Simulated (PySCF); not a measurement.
**Mayer bond orders and bond lengths**

Compound: C7H14F2Si.
Atom-mapped SMILES: `[CH2:1]=[CH:2][C@@:3]([CH3:4])([CH2:5][SiH2:6][CH3:7])[CH:8]([F:9])[F:10]` (hydrogens: H11, H12 on C1; H13 on C2; H14, H15, H16 on C4; H17, H18 on C5; H19, H20 on Si6; H21, H22, H23 on C7; H24 on C8)

Structure used (GFN2-xTB), in Å, numbered top down from 1:
```xyz
24
C7H14F2Si angstrom
C     -3.0573    0.8118   -0.3898
C     -2.0374    0.6376    0.4278
C     -0.8449   -0.2646    0.2064
C     -1.0447   -1.2414   -0.9498
C      0.3825    0.6340   -0.0161
Si     2.0847   -0.2014   -0.2365
C      3.3580    1.1880   -0.4394
C     -0.6442   -1.0903    1.4836
F     -1.7652   -1.7870    1.7994
F     -0.3809   -0.3074    2.5591
H     -3.1549    0.2921   -1.3266
H     -3.8519    1.4956   -0.1453
H     -1.9941    1.1901    1.3578
H     -1.9682   -1.7999   -0.8150
H     -1.0889   -0.7033   -1.8922
H     -0.2172   -1.9450   -0.9942
H      0.1753    1.2470   -0.8967
H      0.4512    1.3278    0.8254
H      2.0904   -1.0553   -1.4326
H      2.4384   -1.0171    0.9326
H      3.1433    1.8060   -1.3064
H      3.3806    1.8379    0.4307
H      4.3548    0.7788   -0.5683
H      0.1788   -1.8143    1.3937
```

Bond orders from the PBE0/pcSseg-1 density (PySCF). Isolated species at its GFN2-xTB geometry (one conformer only).

Question: How far do the computed orders between heavy atoms stray from the drawn ones?

Answer: The largest departure is 0.106, at C5–Si6 (drawn single, 0.894).

Question: Set the Mayer orders of the bonds between heavy atoms beside their lengths.

Answer: 
```
  bond  drawn as  length (Å)  Mayer order
 C1–C2    double       1.319        2.017
 C2–C3    single       1.512        0.958
 C3–C4    single       1.527        1.035
 C3–C5    single       1.537        0.989
C5–Si6    single       1.909        0.894
Si6–C7    single       1.895        0.967
 C3–C8    single       1.534        0.947
 C8–F9    single       1.357        0.954
C8–F10    single       1.356        0.940
```

Bonds between the same two heavy elements. C–C: lowest C3–C8 (0.947, 1.534 Å), highest C1–C2 (2.017, 1.319 Å); in 3 of the 10 pairs the longer bond (by over 0.003 Å) has the higher order (by 0.02 or more). C–Si: lowest C5–Si6 (0.894, 1.909 Å), highest Si6–C7 (0.967, 1.895 Å). C–F: all 2 within 0.02 of one another (0.940 to 0.954).

Question: And the bonds to hydrogen?

Answer: C–H: 0.93 to 0.96 (12 bonds); H–Si: 0.94 (2 bonds).

Question: Sum the orders of all bonds at each heavy atom with more than one neighbour and set the sums beside the valence in the SMILES.

Answer: C1 3.908 (drawn 4), C2 3.926 (drawn 4), C3 3.929 (drawn 4), C4 3.887 (drawn 4), C5 3.756 (drawn 4), Si6 3.746 (drawn 4), C7 3.844 (drawn 4), C8 3.792 (drawn 4). Orders between atoms that aren't bonded are not in these sums.

For a closed shell the Mayer order of atoms A and B is Σ (PS)μν (PS)νμ over the basis functions μ on A and ν on B, with P the density and S the overlap matrix.

These values come from a run that also computed NMR shieldings. Time: 65 s; peak memory 1.2 GiB. Hardware: one thread, Arm Neoverse V1 (aarch64), shared host with 32 logical CPUs at a one-minute load of 8.7.
